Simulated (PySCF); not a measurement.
tin atom (Sn), triplet (all electrons, no relativity). Base run: HF/STO-3G in PySCF.

Here is a job for PySCF.
```python
from pyscf import gto, scf

mol = gto.Mole()
mol.atom = '''
    Sn    0.000000    0.000000    0.000000
'''
mol.basis = 'sto-3g'
mol.charge = 0
mol.spin = 2
mol.verbose = 4
mol.build()

mf = scf.UHF(mol)
mf.kernel()
mf.analyze()
```

Each row names what was changed in the base input (with any setting that the change needs).

```tsv
change	E (Eh)	HOMO (eV)	<S^2>	outcome
base	-5963.20613	-3.42	2.000	converged
functional = wb97x_v	-5964.89431	-3.13	2.000	converged
functional = pbe0; dispersion = d3bj	-5964.91028	-1.00	2.000	converged
functional = m06l	-5965.30853	-0.09	2.000	converged
functional = pbe; dispersion = d3zero	-	-	-	not converged
functional = mn12l	-5959.08192	0.62	2.000	converged
functional = m06	-5965.11222	-0.79	2.000	converged
functional = o3lyp	-5966.76916	-0.35	2.000	converged
functional = b97m_v	-5964.85381	0.06	2.000	converged
functional = blyp	-	-	-	not converged
functional = mn15	-5961.46247	-1.05	2.000	converged
functional = b3lyp5	-5964.97695	-0.57	2.000	converged
functional = wb97x	-5965.34370	-3.28	2.000	converged
```

Total energies compare only within one method and basis.

Open shells are given as the SCF converged; they aren't shown to be the lowest states, and a large step between rows can be another state.
